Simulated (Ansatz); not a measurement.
Calculated with Ansatz (gas phase, PBE0-D4/def2-TZVP geometries, no zero-point term in ΔE). CCSD(T)/CBS is the MP2 limit (def2-TZVPP, def2-QZVPP) plus CCSD(T) − MP2 in def2-TZVPP, frozen cores. DFT in def2-TZVPP. One conformer a species, not always the lowest.

`C=C[SiH](O)[SiH2]O` + `C=C[SiH2]N` → `C=C[SiH2]N[SiH2]O` + `C=C[SiH2]O`  (cleavage of the Si–Si bond)

CCSD(T)/CBS gives -94.3 kJ/mol.

(1) Another level gave -79.9 kJ/mol. Which?
A. PBE-D4/def2-TZVPP
B. HF/def2-TZVPP
C. PBE0-D4/def2-TZVPP
D. CCSD(T)/def2-TZVPP

Largest T1 diagnostic among the species: 0.012.

Answers

(1) C. PBE0-D4 -79.9, CCSD(T)/def2-TZVPP -95.2, HF/def2-TZVPP -104.8, PBE-D4 -72.6 kJ/mol.

From PBE to PBE0 (25 % exact exchange), in def2-TZVPP and without D4, ΔE moves by −7.7 kJ/mol.
